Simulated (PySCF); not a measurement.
Method: PySCF, UPBE, basis Ru def2-SVP with ECP28, Cl def2-SVP (scalar-relativistic core potentials, no spin–orbit coupling, density fitting).

```xyz
4
charge 0 multiplicity 4, angstrom
Ru   -0.1791    0.0000    0.0000
Cl    2.0197   -0.0003    0.0000
Cl   -0.7513    2.1626    0.0000
Cl   -0.7520   -2.1624    0.0000
```

RuCl₃ (quartet), along the line from Ru1 (at 0) through Cl2 (at 2.199 Å). Core electrons replaced by a potential are absent, the electrostatic potential uses the reduced nuclear charge, and values within about 0.7 Å of such atoms have no physical meaning.

**Question.** Tabulate the fields along this line at -0.77, 0.77, 0.88, 0.99, 1.10, 1.21, 1.32, 1.43, 1.54, 1.65, 1.76, 1.87, 1.98, 2.09, 2.31, 2.42, 2.53, 2.64, 2.75, 2.86, 2.97, 3.08, 3.19, 3.30, 3.41, 3.52 Å.

**Answer.** 
```json
{"distance (Å)": "-0.77", "electron density (e/Å³)": "1.93", "spin density (e/Å³)": "0.0349", "electron localisation function": "0.571", "electrostatic potential (V)": "39.1"}
{"distance (Å)": "0.77", "electron density (e/Å³)": "2.04", "spin density (e/Å³)": "0.0391", "electron localisation function": "0.49", "electrostatic potential (V)": "39"}
{"distance (Å)": "0.88", "electron density (e/Å³)": "1.21", "spin density (e/Å³)": "0.0266", "electron localisation function": "0.322", "electrostatic potential (V)": "26.5"}
{"distance (Å)": "0.99", "electron density (e/Å³)": "0.844", "spin density (e/Å³)": "0.0161", "electron localisation function": "0.256", "electrostatic potential (V)": "19.6"}
{"distance (Å)": "1.10", "electron density (e/Å³)": "0.747", "spin density (e/Å³)": "0.00633", "electron localisation function": "0.338", "electrostatic potential (V)": "16.3"}
{"distance (Å)": "1.21", "electron density (e/Å³)": "0.818", "spin density (e/Å³)": "-0.00411", "electron localisation function": "0.568", "electrostatic potential (V)": "16.1"}
{"distance (Å)": "1.32", "electron density (e/Å³)": "1.02", "spin density (e/Å³)": "-0.0162", "electron localisation function": "0.755", "electrostatic potential (V)": "19.1"}
{"distance (Å)": "1.43", "electron density (e/Å³)": "1.32", "spin density (e/Å³)": "-0.03", "electron localisation function": "0.8", "electrostatic potential (V)": "26.4"}
{"distance (Å)": "1.54", "electron density (e/Å³)": "1.64", "spin density (e/Å³)": "-0.0427", "electron localisation function": "0.687", "electrostatic potential (V)": "40.2"}
{"distance (Å)": "1.65", "electron density (e/Å³)": "1.95", "spin density (e/Å³)": "-0.0475", "electron localisation function": "0.289", "electrostatic potential (V)": "64.4"}
{"distance (Å)": "1.76", "electron density (e/Å³)": "2.82", "spin density (e/Å³)": "-0.036", "electron localisation function": "0.0844", "electrostatic potential (V)": "107"}
{"distance (Å)": "1.87", "electron density (e/Å³)": "9.69", "spin density (e/Å³)": "-0.00757", "electron localisation function": "0.429", "electrostatic potential (V)": "187"}
{"distance (Å)": "1.98", "electron density (e/Å³)": "51.3", "spin density (e/Å³)": "-0.0192", "electron localisation function": "0.86", "electrostatic potential (V)": "385"}
{"distance (Å)": "2.09", "electron density (e/Å³)": "190", "spin density (e/Å³)": "-0.249", "electron localisation function": "0.431", "electrostatic potential (V)": "1210"}
{"distance (Å)": "2.31", "electron density (e/Å³)": "191", "spin density (e/Å³)": "-0.192", "electron localisation function": "0.437", "electrostatic potential (V)": "1210"}
{"distance (Å)": "2.42", "electron density (e/Å³)": "51.5", "spin density (e/Å³)": "-0.0119", "electron localisation function": "0.86", "electrostatic potential (V)": "383"}
{"distance (Å)": "2.53", "electron density (e/Å³)": "9.66", "spin density (e/Å³)": "-0.00552", "electron localisation function": "0.415", "electrostatic potential (V)": "186"}
{"distance (Å)": "2.64", "electron density (e/Å³)": "2.81", "spin density (e/Å³)": "-0.0263", "electron localisation function": "0.0886", "electrostatic potential (V)": "105"}
{"distance (Å)": "2.75", "electron density (e/Å³)": "1.87", "spin density (e/Å³)": "-0.0366", "electron localisation function": "0.311", "electrostatic potential (V)": "63"}
{"distance (Å)": "2.86", "electron density (e/Å³)": "1.47", "spin density (e/Å³)": "-0.0355", "electron localisation function": "0.717", "electrostatic potential (V)": "38.3"}
{"distance (Å)": "2.97", "electron density (e/Å³)": "1.07", "spin density (e/Å³)": "-0.0285", "electron localisation function": "0.835", "electrostatic potential (V)": "23.5"}
{"distance (Å)": "3.08", "electron density (e/Å³)": "0.719", "spin density (e/Å³)": "-0.0205", "electron localisation function": "0.841", "electrostatic potential (V)": "14.7"}
{"distance (Å)": "3.19", "electron density (e/Å³)": "0.462", "spin density (e/Å³)": "-0.014", "electron localisation function": "0.81", "electrostatic potential (V)": "9.3"}
{"distance (Å)": "3.30", "electron density (e/Å³)": "0.292", "spin density (e/Å³)": "-0.00929", "electron localisation function": "0.748", "electrostatic potential (V)": "5.97"}
{"distance (Å)": "3.41", "electron density (e/Å³)": "0.185", "spin density (e/Å³)": "-0.00618", "electron localisation function": "0.657", "electrostatic potential (V)": "3.89"}
{"distance (Å)": "3.52", "electron density (e/Å³)": "0.119", "spin density (e/Å³)": "-0.00413", "electron localisation function": "0.552", "electrostatic potential (V)": "2.57"}
```

On a grid of 0.11 Å the density has a local minimum along the bond near 1.10 Å from Ru, at 0.75 e/Å³, where the ELF is 0.34.

Other spin states or occupations of the open shell can lie lower.
